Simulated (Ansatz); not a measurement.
CH2Cl (SMILES [CH2]Cl) moved off its minimum; all values from Ansatz (a quantum-chemistry and plane-wave program), cores frozen in correlated methods. Open shells are unrestricted.
(charge 0, multiplicity 2)
```xyz
4

C     -1.0955     0.0038    -0.0112
Cl     0.5822     0.0621     0.0282
H     -1.6008     0.9662    -0.0293
H     -1.6991    -0.9375     0.0926
```

Forces at B3LYP/def2-TZVPP (eV/Å):

```tsv
atom	Fx	Fy	Fz
C1	-1.622	-0.381	0.101
Cl2	0.352	-0.302	0.031
H3	0.120	-0.292	-0.017
H4	1.150	0.974	-0.116
```

### Question
Give the forces (eV/Å), the total energy and the dipole at CCSD(T)/aug-cc-pV(T+d)Z.

### Answer

```json
[
 {"atom": "C1", "Fx": "-1.677", "Fy": "-0.399", "Fz": "0.080"},
 {"atom": "Cl2", "Fx": "0.411", "Fy": "-0.300", "Fz": "0.038"},
 {"atom": "H3", "Fx": "0.114", "Fy": "-0.262", "Fz": "-0.011"},
 {"atom": "H4", "Fx": "1.152", "Fy": "0.961", "Fz": "-0.107"}
]
```
Energy -498.9059 hartree, dipole 1.01 D.
